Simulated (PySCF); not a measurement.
**Fractional electron number in Pt+ (platinum, charge +1)**

The 5d beta orbital of [Xe] 4f14 5d9 is emptied in steps (occupation f), with all orbitals relaxed, ending at [Xe] 4f14 5d8. Calculation: PySCF 2.14, in aug-cc-pVDZ-PP with ECP60MDF (5s5p4d2f, 54 functions); a scalar-relativistic core potential. The exact energy is a straight line in f; departures are measured from the line between the end points of the same method.

Q: Among BHandHLYP, wB97X, TPSS, which shows the largest delocalisation error (convex curve), and which is closest to linear?

A: Most convex: TPSS (-1.216 eV at f = 0.4); closest to linear: wB97X (-0.285 eV).

```json
{"f": "1", "BHandHLYP (eV)": "0.000", "wB97X (eV)": "0.000", "TPSS (eV)": "0.000"}
{"f": "0.8", "BHandHLYP (eV)": "-0.297", "wB97X (eV)": "-0.176", "TPSS (eV)": "-0.780"}
{"f": "0.6", "BHandHLYP (eV)": "-0.462", "wB97X (eV)": "-0.275", "TPSS (eV)": "-1.198"}
{"f": "0.4", "BHandHLYP (eV)": "-0.475", "wB97X (eV)": "-0.285", "TPSS (eV)": "-1.216"}
{"f": "0.2", "BHandHLYP (eV)": "-0.324", "wB97X (eV)": "-0.196", "TPSS (eV)": "-0.819"}
{"f": "0", "BHandHLYP (eV)": "0.000", "wB97X (eV)": "0.000", "TPSS (eV)": "0.000"}
```

| method | E(f=0) − E(f=1) (eV) | −ε at f=1 (eV) | −ε at f=0.4 (eV) |
| --- | --- | --- | --- |
| BHandHLYP | 18.503 | 16.749 | 18.841 |
| wB97X | 18.766 | 17.731 | 18.955 |
| TPSS | 18.760 | 14.067 | 19.701 |

Reference removal energy between the ground levels: 18.56 ± 0.12 eV (measured; NIST Atomic Spectra Database, ionization energies). The calculation has no spin-orbit coupling. The determinant left behind need not be the lowest term of the ion.
